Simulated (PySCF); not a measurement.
Si(Cl)(Br)2(OH) (Br2ClHOSi), SMILES O[Si](Cl)(Br)Br. Atoms are numbered in the order given.

```xyz
6

O     -1.6273    -0.7046    -1.1161
Si    -0.4514    -0.3240    -0.0414
Cl    -0.6851    -1.3714     1.7039
Br     1.4524    -0.8568    -0.9801
Br    -0.4948     1.8271     0.4494
H     -2.5337    -0.4742    -0.8838
```

Geometry optimised at PBE0-D3(BJ)/def2-SVP. This is a generated structure with no PubChem entry under its InChIKey; it may be hypothetical. The values are those of a single conformer.

Computed with PySCF with SMD-PBE0/6-31G*.

Solvation free energies are E(SMD) − E(gas) at the gas-phase geometry, for 1 M in both phases. Bromine has the revised SMD18 radius of 2.60 Å. In vacuum the dipole moment is 1.75 D.

Computed solvation free energies in water, N,N-dimethylformamide, tetrahydrofuran:
| solvent | ΔG(solv) (kcal/mol) | its non-electrostatic (CDS) part | dipole (D) |
|---|---|---|---|
| water | -6.2 | 0.3 | 2.32 |
| N,N-dimethylformamide | -7.6 | -4.3 | 2.15 |
| tetrahydrofuran | -7.3 | -4.6 | 2.08 |
